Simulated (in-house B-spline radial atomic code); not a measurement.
How numerical settings move a run on the calcium ion Ca²⁺, [Ne] 3s2 3p6. Computed with an all-electron radial atomic-structure program (B-spline basis): scalar-relativistic (X2C) RPBE, spin-polarised, spherical fractional occupations, Fermi nucleus of rms radius 3.4776 fm.

Command:
```bash
python run_scf.py task.json out
```
Settings of the sound reference run:
```
Z                20
electrons        18
configuration    [Ne] 3s2 3p6
hamiltonian      x2c
method           rpbe,pbe
spin_polarised   True
nucleus          fermi
rms_radius       3.4776
mass_number      40
atomic_mass      39.96259
speed_of_light   137.036
knot_spacing     0.22
spline_order     8
gauss_points     12
box_radius       22.22
max_iterations   70
damping          0.5
damped_steps     3
diis_vectors     10
tolerance        1e-08
start            Thomas-Fermi
```

Time taken, with all properties: 0.32 s on 1 thread of Arm Neoverse N1, with other jobs on the host.

It converges in 9 iterations to -679.753262 hartree, with 3p up at -43.033 eV. The other runs change the listed settings, some to values that make no sense; their results aren't properties of the atom or ion. Radii are in bohr (the nuclear one in fm), a minus after a letter asks for a j subshell, and «unchanged» means within 1e-8 hartree. The run stops when the residual is below 10 × tolerance × max(1, Z/10), or a noise floor if that is larger, and the energy moves by less than 1e-8 × √|E| hartree; so very loose and very tight tolerances often act alike.

```tsv
changed settings	outcome
box_radius = 88.88, max_iterations = 100, diis_vectors = 1	converged in 26 iterations, energy +2.29e-07 hartree from the reference, 3p up level +1.0e-05 eV
electrons = 19, configuration = [Ne] 3s2 3p7, max_iterations = 75	stopped with error: shell 3p holds at most 3 electrons (per spin)
first_knot = 0.05	converged in 9 iterations, energy +5.06e-02 hartree from the reference, 3p up level -9.9e-04 eV
first_knot = 0.005	converged in 9 iterations, energy -5.81e-04 hartree from the reference, 3p up level +7.0e-06 eV
hamiltonian = dirac, method = r2scan, spin_polarised = False	stopped with error: meta-GGAs are not served with the Dirac Hamiltonian
damping = 0.2	converged in 8 iterations, energy unchanged, 3p up level -6.2e-06 eV
damped_steps = 1	converged in 8 iterations, energy unchanged, 3p up level -3.9e-06 eV
first_knot = 0.015	converged in 9 iterations, energy +3.72e-03 hartree from the reference, 3p up level -6.4e-05 eV
first_knot = 5e-06	converged in 8 iterations, energy -6.54e-07 hartree from the reference, 3p up level -6.9e-06 eV
electrons = 19, configuration = [Ne] 3s2 3p6 4p-1, max_iterations = 100	stopped with error: j subshells need the Dirac Hamiltonian and l > 0
first_knot = 5e-05	converged in 9 iterations, energy -5.74e-07 hartree from the reference, 3p up level -4.3e-05 eV
damping = 0.95	converged in 10 iterations, energy unchanged, 3p up level -3.1e-06 eV
first_knot = 0.0005, max_iterations = 100, damping = 0, damped_steps = 30	converged in 29 iterations, energy -7.49e-05 hartree from the reference, 3p up level -8.9e-05 eV
first_knot = 0.0005	converged in 9 iterations, energy -7.49e-05 hartree from the reference, 3p up level -7.8e-05 eV
box_radius = 3.33, first_knot = 5e-06, max_iterations = 100, tolerance = 1e-10	converged in 9 iterations, energy +6.20e-02 hartree from the reference, 3p up level +1.2e+00 eV (the program warns: 3p up reaches the box edge; 3s up reaches the box edge)
```

**Question.** What happens with damping = 0?

**Answer.** Converged in 9 iterations, energy unchanged, 3p up level +4.9e-06 eV.

**Question.** What happens with damped_steps = 8?

**Answer.** Converged in 13 iterations, energy unchanged, 3p up level +6.3e-06 eV.

**Question.** What happens with damped_steps = 30?

**Answer.** Converged in 20 iterations, energy unchanged, 3p up level +5.3e-07 eV.

**Question.** What happens with damping = 0.8?

**Answer.** Converged in 10 iterations, energy unchanged, 3p up level -8.2e-07 eV.
